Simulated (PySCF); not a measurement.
## MOH across group 4

Level: PBE0, basis family def2-TZVP, scalar-relativistic core potentials from Rb on and no relativity for lighter atoms.

Each entry is the lowest minimum that a search over a few typed start shapes (and spin states, where more than one is plausible) found, or that minimum re-optimised at the stated level; isomers with ligand–ligand bonds, or fragments after loss of a ligand pair, can lie lower. Open shells are unrestricted; no spin–orbit coupling; PySCF with density fitting.

```tsv
molecule	2S+1	point group	mean bond to the central atom (Å)	lowest ω (cm⁻¹)	dipole (D)	distinct angles (°)
HTiO	2	Cs	1.700	412	5.26	119
HZrO	2	Cs	1.789	523	4.85	103
HHfO	?	?	?	?	?	?
```

(1) Fill in the row of HHfO.

Answers

(1) 2S+1: 2; point group: Cs; mean bond to the central atom (Å): 1.795; lowest ω (cm⁻¹): 529; dipole (D): 4.75; distinct angles (°): 104.

Spin–orbit coupling can matter for HHfO.

Left out of the table are members whose search was unfinished or whose lowest solution was spin-contaminated, unstable, very soft or bonded differently.
